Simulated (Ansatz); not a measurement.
Basis-set extrapolation for CH2BNO2, SMILES `N#COBO` (PBE0-D4/def2-TZVP geometry, frozen core, Ansatz 0.2.0). Multiplicity 1, RHF reference.

|  | def2-TZVPP | def2-QZVPP |
| --- | --- | --- |
| HF | -268.077420 | -268.089504 |
| MP2 correlation | -0.896056 | -0.962955 |
| CCSD(T) correlation | -0.943495 | not run |

Energies in hartree. Use E(X) = E(∞) + A·exp(−7.88·√X) for Hartree–Fock and E(X) = E(∞) + B·X^(−2.97) for correlation, with X = 3 and 4, and add CCSD(T) minus MP2 of the smaller set to the MP2 limit.

Q: What is the CCSD(T) energy at the basis-set limit?

A: HF limit: -268.089504 + (-0.012084) × 0.13774 = -268.09117. MP2 limit: -0.962955 + (-0.066899) × 0.74074 = -1.01251. Higher-order term: -0.943495 − (-0.896056) = -0.04744. Total: -269.15112 hartree, 3.54 eV below CCSD(T)/def2-TZVPP.
